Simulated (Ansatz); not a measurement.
Reaction (formal exchange of groups at the Si–Cl bond): `N[SiH](Cl)CCl` + SiH₄ → `N[SiH]([SiH3])CCl` + HCl

Program: Ansatz. Geometries: PBE0-D4/def2-TZVP. ΔE: electronic, gas phase. CCSD(T)/CBS is the MP2 limit (def2-TZVPP, def2-QZVPP) plus CCSD(T) − MP2 in def2-TZVPP, frozen cores. This one scheme is used for every species. Functionals use def2-TZVPP. B3LYP here is the variant with VWN-RPA as its local correlation; programs differ in this. One conformer a species, not always the lowest.

Question: Is it downhill or uphill in electronic energy at CCSD(T)/CBS, and by how much? (Best estimate.)

Answer: The calculation gave: Uphill: ΔE = +1.24 eV.

Question: What do these levels give: B3LYP-D4, B2PLYP, r2SCAN, HF/def2-TZVPP, MP2/def2-TZVPP, MP2/CBS(def2)? (An estimate is asked.)

Answer: Computed: B3LYP-D4 1.24, B2PLYP 1.30, r2SCAN 1.26, HF/def2-TZVPP 1.43, MP2/def2-TZVPP 1.32, MP2/CBS(def2) 1.34 eV.

Largest T1 diagnostic among the species: 0.011.

In def2-TZVPP, CCSD(T) changes the Hartree–Fock value by −0.21 eV (the triples alone add −0.02 eV) and MP2 by −0.11 eV. From PBE to PBE0 (25 % exact exchange), in def2-TZVPP and without D4, ΔE moves by +0.05 eV.
